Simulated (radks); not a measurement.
Task: Ionisation of neutral ruthenium, [Kr] 4d7 5s1, to [Kr] 4d7 as the strength of local exchange is varied. All-electron calculation, scalar-relativistic Kohn-Sham, Slater X-alpha exchange (alpha = 2/3 is LDA exchange), no correlation, spin-polarised, spherical densities, finite nucleus; open shells are filled with parallel spins first (spin-orbit coupling, left out, can overturn this in heavy ions); Fermi nuclear charge, rms radius 4.4809 fm. Program: a radial shooting solver on a logarithmic mesh with Libxc functionals.

alpha  E(Ru) (hartree)  exchange (hartree)  IE (eV)  -e of the level emptied (eV)  <r> of it (bohr)
0.667      -4522.24407          -124.82549    7.345                    4.350 (5s)             3.328
0.687      -4525.99510          -128.67683    7.471                    4.470 (5s)             3.308
0.719      -4532.00332          -134.85202    7.674                    4.664 (5s)             3.277
0.804      -4548.00195          -151.33275    8.225                    5.199 (5s)             3.198
0.817      -4550.45382          -153.86329    8.311                    5.283 (5s)             3.187
0.852      -4557.06166          -160.68941    8.544                    5.512 (5s)             3.156
x          -4525.24464          -127.90606    7.445                    4.445 (5s)             3.312

Which alpha was used in the last row?

Result: alpha = 0.683. NIST Atomic Spectra Database: 7.361 eV (measured). The Delta-SCF value meets it near alpha = 0.67. Open shells are spherical and high-spin; term and fine-structure splittings are not resolved.
